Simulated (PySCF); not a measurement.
C$_{4}$H$_{5}$ (SMILES [CH]=CC=C), doublet (typed; the unrestricted solution is spin-contaminated), at a GFN2-xTB geometry; DF-HF/6-311G** in PySCF.

PySCF was given this input:
```python
from pyscf import gto, scf

mol = gto.M(
    atom='''
C     0.600860    1.813513    0.015565
C     0.616104    0.514451    0.003281
C    -0.565259   -0.355802   -0.001915
C    -0.487699   -1.678902   -0.014584
H    -0.112541    2.604878    0.024841
H     1.560762   -0.020559   -0.004168
H    -1.522082    0.147586    0.005267
H     0.459133   -2.193767   -0.021848
H    -1.369306   -2.297694   -0.018172
''',
    basis='6-311g**',
    charge=0,
    spin=1,
    verbose=4,
)

mf = scf.UHF(mol)
mf = mf.density_fit(auxbasis='def2-universal-jkfit')
mf.kernel()
```

### Question
Predict the main parts of the log of this PySCF run.

### Answer

```
PySCF version 2.14.0

[INPUT] verbose = 4
[INPUT] num. atoms = 9
[INPUT] num. electrons = 29
[INPUT] charge = 0
[INPUT] spin (= nelec alpha-beta = 2S) = 1
[INPUT] symmetry False subgroup None
[INPUT] Mole.unit = angstrom
[INPUT] Symbol           X                Y                Z      unit          X                Y                Z       unit  Magmom
[INPUT]  1 C      0.600860000000   1.813513000000   0.015565000000 AA    1.135460839206   3.427042893338   0.029413587129 Bohr   0.0
[INPUT]  2 C      0.616104000000   0.514451000000   0.003281000000 AA    1.164267824249   0.972171494509   0.006200191415 Bohr   0.0
[INPUT]  3 C     -0.565259000000  -0.355802000000  -0.001915000000 AA   -1.068184699446  -0.672368334572  -0.003618825529 Bohr   0.0
[INPUT]  4 C     -0.487699000000  -1.678902000000  -0.014584000000 AA   -0.921617541224  -3.172664969985  -0.027559765801 Bohr   0.0
[INPUT]  5 H     -0.112541000000   2.604878000000   0.024841000000 AA   -0.212671667785   4.922506007905   0.046942686660 Bohr   0.0
[INPUT]  6 H      1.560762000000  -0.020559000000  -0.004168000000 AA    2.949412725628  -0.038850879395  -0.007876378487 Bohr   0.0
[INPUT]  7 H     -1.522082000000   0.147586000000   0.005267000000 AA   -2.876318119130   0.278897119820   0.009953187498 Bohr   0.0
[INPUT]  8 H      0.459133000000  -2.193767000000  -0.021848000000 AA    0.867635624750  -4.145618811109  -0.041286736369 Bohr   0.0
[INPUT]  9 H     -1.369306000000  -2.297694000000  -0.018172000000 AA   -2.587613320724  -4.342012378056  -0.034340103136 Bohr   0.0

nuclear repulsion = 97.4332303335125
number of shells = 52
number of NR pGTOs = 164
number of NR cGTOs = 102
basis = 6-311g**
ecp = {}

******** <class 'pyscf.df.df_jk.DFUHF'> ********
method = DFUHF
initial guess = minao
damping factor = 0
level_shift factor = 0
DIIS = <class 'pyscf.scf.diis.CDIIS'>
diis_start_cycle = 1
diis_space = 8
diis_damp = 0
SCF conv_tol = 1e-09
SCF conv_tol_grad = None
SCF max_cycles = 50
direct_scf = False
number electrons alpha = 15  beta = 14
Set gradient conv threshold to 3.16228e-05
******** <class 'pyscf.df.df.DF'> ********
auxbasis = def2-universal-jkfit
init E= -154.998943882324

cycle= 1 E= -154.241725655511  delta_E= 0.757  |g|= 0.256  |ddm|= 1.67
cycle= 2 E= -154.299660356708  delta_E= -0.0579  |g|= 0.0876  |ddm|= 0.367
cycle= 3 E= -154.307951303066  delta_E= -0.00829  |g|= 0.0399  |ddm|= 0.16
cycle= 4 E= -154.309676449231  delta_E= -0.00173  |g|= 0.0191  |ddm|= 0.0515
cycle= 5 E= -154.310543750816  delta_E= -0.000867  |g|= 0.0147  |ddm|= 0.0328
cycle= 6 E= -154.311345562764  delta_E= -0.000802  |g|= 0.0135  |ddm|= 0.0292
cycle= 7 E= -154.312247847691  delta_E= -0.000902  |g|= 0.0132  |ddm|= 0.0319
cycle= 8 E= -154.313330764357  delta_E= -0.00108  |g|= 0.0129  |ddm|= 0.0385
cycle= 9 E= -154.314739195631  delta_E= -0.00141  |g|= 0.0122  |ddm|= 0.0522
cycle= 10 E= -154.316269973084  delta_E= -0.00153  |g|= 0.011  |ddm|= 0.062
cycle= 11 E= -154.318418869436  delta_E= -0.00215  |g|= 0.00561  |ddm|= 0.125
cycle= 12 E= -154.318385012236  delta_E= 3.39e-05  |g|= 0.00703  |ddm|= 0.104
cycle= 13 E= -154.318585697491  delta_E= -0.000201  |g|= 0.00334  |ddm|= 0.0859
cycle= 14 E= -154.318666626693  delta_E= -8.09e-05  |g|= 0.0021  |ddm|= 0.0164
cycle= 15 E= -154.318706889936  delta_E= -4.03e-05  |g|= 0.000521  |ddm|= 0.0235
cycle= 16 E= -154.31870855061  delta_E= -1.66e-06  |g|= 0.000131  |ddm|= 0.00342
cycle= 17 E= -154.318708605139  delta_E= -5.45e-08  |g|= 4.5e-05  |ddm|= 0.000425
cycle= 18 E= -154.318708611466  delta_E= -6.33e-09  |g|= 1.92e-05  |ddm|= 0.000136
cycle= 19 E= -154.318708613358  delta_E= -1.89e-09  |g|= 6.94e-06  |ddm|= 0.00015
cycle= 20 E= -154.318708613452  delta_E= -9.4e-11  |g|= 2.69e-06  |ddm|= 4.72e-05
Extra cycle  E= -154.318708613467  delta_E= -1.54e-11  |g|= 1.93e-06  |ddm|= 3.7e-06
converged SCF energy = -154.318708613467  <S^2> = 1.2194748  2S+1 = 2.424438
```
